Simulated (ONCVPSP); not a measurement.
Os (Z = 76): variants of one ONCV potential

Base potential:

* Element: osmium
* Generator: ONCVPSP 4.0.1
* Type: optimised norm-conserving Vanderbilt (ONCV)
* Functional: PBE
* Relativity: scalar-relativistic
* Frozen core: [Kr] 4d10 4f14
* Valence charge: 16
* Reference configuration: 5s2 5p6 5d6 6s2
* Partial waves: 5s+6s: rc 1.90 bohr, ncon 4, nbas 8, qcut 7.9 1/bohr, 2 projectors; 5p: rc 1.25 bohr, ncon 3, nbas 6, qcut 5.7 1/bohr, 3 projectors, debl 2.3 Ha; 5d: rc 1.80 bohr, ncon 4, nbas 7, qcut 6.3 1/bohr, 2 projectors, debl 1.6 Ha
* Local potential: polynomial inside 1.10 bohr (lpopt 5, dvloc0 -1 Ha)
* Core correction: none

Cutoffs, loose and tight: the cutoffs (Ha) at which the residual kinetic energy of the hardest occupied pseudo-wave falls to 1 and 0.1 mHa per electron. They do not see the model core or the augmentation charge, which bear on the density cutoff. Test errors are all-electron minus pseudo excitation energies from the reference, over the configurations 5s2 5p6 5d6 6s1; 5s2 5p6 5d6 6s0; 5s2 5p6 5d5 6s0; 5s2 5p6 5d6 6s0 6p1. A dash means not determined; rows that change the core or the reference have their own tests.

```tsv
change	outcome	cutoff, loose	cutoff, tight	bound ghosts	GHOST(+) flags above zero	largest test error (meV)
base	generated	68 Ha	112 Ha	none	s	-12
d: qcut 8.5	generated	68 Ha	112 Ha	none	s	-12
local potential polynomial inside 1.10 bohr (lpopt 5, dvloc0 7 Ha)	generated	68 Ha	112 Ha	none	s, p	-12
local potential polynomial inside 1.10 bohr (lpopt 1, dvloc0 4 Ha)	generated	68 Ha	112 Ha	none	p	-12
```

What comes out with this change to the base: core correction Teter function fitted to the true core (icmod 2), fcfact 0.4?

outcome: generated; cutoff, loose: 68 Ha; cutoff, tight: 112 Ha; bound ghosts: none; GHOST(+) flags above zero: s; largest test error (meV): -15.

What comes out with this change to the base: s: qcut 9.8; p: qcut 7.1; d: qcut 7.8?

outcome: generated; cutoff, loose: 38 Ha; cutoff, tight: 87 Ha; bound ghosts: none; GHOST(+) flags above zero: s, p; largest test error (meV): -8.9.
